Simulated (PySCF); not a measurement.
3-bromo-1,1-difluoropropa-1,2-diene (C₃HBrF₂), SMILES BrC=C=C(F)F.

The structure is a stationary point at B3LYP-D3(BJ)/def2-SVP.

Computed with TDDFT-LC-ωPBE/def2-SVPD (PySCF).

Vertical excitations. Isolated molecule, no solvent. State labels are in the subgroup Cs.

```csv
state,symmetry,energy (eV),λ (nm),f,main pairs
S1,A",4.84,256,0.000,HOMO→LUMO 97 %
S2,A",5.52,225,0.000,HOMO−1→LUMO+1 92 %
S3,A',6.24,199,0.002,"HOMO−2→LUMO+1 44 %, HOMO−1→LUMO 25 %, HOMO→LUMO+1 24 %"
S4,A',6.37,195,0.006,"HOMO−2→LUMO+1 43 %, HOMO−1→LUMO 40 %, HOMO→LUMO+1 11 %"
S5,A",6.86,181,0.000,HOMO−2→LUMO 97 %
S6,A',7.21,172,0.967,"HOMO→LUMO+1 56 %, HOMO−1→LUMO 33 %"
S7,A",7.37,168,0.000,"HOMO−3→LUMO+1 41 %, HOMO−1→LUMO+2 19 %, HOMO−1→LUMO+3 14 %, HOMO−1→LUMO+8 8 %"
S8,A',7.86,158,0.127,HOMO→LUMO+2 80 %
S9,A",8.16,152,0.008,"HOMO−1→LUMO+2 57 %, HOMO−3→LUMO+1 24 %"
S10,A',8.63,144,0.035,"HOMO−3→LUMO 37 %, HOMO−2→LUMO+2 22 %, HOMO→LUMO+3 10 %, HOMO→LUMO+6 8 %"
T1,A',3.91,317,0,"HOMO−1→LUMO 62 %, HOMO−3→LUMO 20 %, HOMO→LUMO+1 9 %"
T2,A',4.20,295,0,"HOMO→LUMO+1 60 %, HOMO−1→LUMO 11 %"
T3,A",4.40,282,0,HOMO→LUMO 96 %
T4,A",4.98,249,0,HOMO−1→LUMO+1 90 %
```
Triplets are in the Tamm–Dancoff approximation, which puts them higher than full response would, so one can lie above its singlet here.
